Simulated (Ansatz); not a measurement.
Cartesian coordinates in Å:
```
N -0.8221 -0.4070 -0.6415
C -0.0626 0.0246 0.2348
Br -0.6527 0.1748 2.0247
I 1.9460 0.6556 -0.0487
H -0.4086 -0.4480 -1.5693
```

Total charge 0; spin multiplicity 1. I: def2 effective core potential.

**Question.** List the B3LYP/def2-TZVPP orbital energies in eV (the Gaussian-basis code of Ansatz). (Best estimate.)

**Answer.** Computed: Occupied: -13139.89, -1701.53, -1533.27, -1533.17, -1533.16, -390.39, -280.82, -237.32, -186.88, -178.28, -177.96, -177.93, -133.13, -132.81, -132.79, -72.55, -72.46, -72.44, -72.19, -72.19, -52.80, -52.70, -52.69, -52.41, -52.41, -26.32, -22.29, -19.89, -16.41, -13.56, -12.15, -11.32, -8.86, -8.42, -8.33, -7.82, -7.56. Lowest empty: -2.22, -1.37, -0.05, 1.42, 2.93, 3.28, 3.92, 4.25.

B3LYP here is the variant with VWN-RPA as its local correlation; programs differ in this.
